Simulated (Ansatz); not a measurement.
Geometry optimisation, Ansatz, RKS PBE0-D4/def2-SVP.

input.yaml

```yaml
crystal:
  periodic: [false, false, false]
  atoms:
    - { symbol: C, position_ang: [-0.47, -1.5459, 0.6544] }
    - { symbol: Si, position_ang: [0.2469, 0.0345, -0.0665] }
    - { symbol: "N", position_ang: [-0.08055, 1.31408, 1.00976] }
    - { symbol: O, position_ang: [-0.67422, 0.5631, -1.4283] }
    - { symbol: C, position_ang: [2.07069, -0.10047, -0.40553] }
    - { symbol: F, position_ang: [2.25556, -0.98809, -1.45513] }
    - { symbol: H, position_ang: [0.2497, -2.2963, 0.7564] }
    - { symbol: H, position_ang: [-1.2822, -1.8557, -0.0088] }
    - { symbol: H, position_ang: [-0.9419, -1.2855, 1.6724] }
    - { symbol: H, position_ang: [-1.12139, 1.31039, 1.13991] }
    - { symbol: H, position_ang: [0.05919, 2.17618, 0.47724] }
    - { symbol: H, position_ang: [-0.52958, -0.04156, -2.2149] }
    - { symbol: H, position_ang: [2.55915, 0.83471, -0.72595] }
    - { symbol: H, position_ang: [2.64772, -0.50569, 0.43053] }
basis:
  gaussian: { orbitals: def2-SVP }
hamiltonian:
  xc: pbe0
  dispersion: d4
relax:
  f_tol: 0.015
  max_steps: 40
```

Launched with:

```bash
$ ansatz run input.yaml --threads 2 --pin off --max-ram 3072MiB --backend cpu --events-out ev --progress --plain --runs-dir out
```

**Question.** Where does it end, and by what steps?

**Answer.** The forces met the threshold. After 12 steps the energy has fallen by 0.578 eV; H8 moved furthest, 0.87 Å.

| step | energy less start (eV) | largest force component (eV/Å) | accepted |
| --- | --- | --- | --- |
| 0 | 0.0000 | 2.293 | yes |
| 1 | -0.3595 | 1.062 | yes |
| 2 | -0.4532 | 0.633 | yes |
| 3 | -0.5054 | 0.398 | yes |
| 4 | -0.5177 | 0.234 | yes |
| 5 | -0.5296 | 0.491 | yes |
| 6 | -0.5598 | 0.095 | yes |
| 7 | -0.5714 | 0.214 | yes |
| 8 | -0.5735 | 0.159 | yes |
| 9 | -0.5770 | 0.036 | yes |
| 10 | -0.5776 | 0.023 | yes |
| 11 | -0.5778 | 0.038 | yes |
| 12 | -0.5778 | 0.008 | yes |

```xyz
14
Properties=species:S:1:pos:R:3
C -0.547 -1.497 0.693
Si 0.120 0.032 -0.140
N -0.253 1.394 0.841
O -0.459 0.195 -1.701
C 2.000 -0.081 -0.392
F 2.225 -0.853 -1.535
H -0.212 -2.395 0.151
H -1.648 -1.501 0.695
H -0.197 -1.578 1.734
H -1.058 1.359 1.456
H -0.119 2.334 0.483
H 0.152 -0.166 -2.353
H 2.451 0.915 -0.553
H 2.532 -0.544 0.457
```

Whether the end is a true minimum wasn't checked by a vibrational analysis.

Time of the run: 36 s on 2 threads of Intel(R) Xeon(R) 6975P-C (Granite Rapids), with other jobs on the host, peak memory 0.35 GiB.
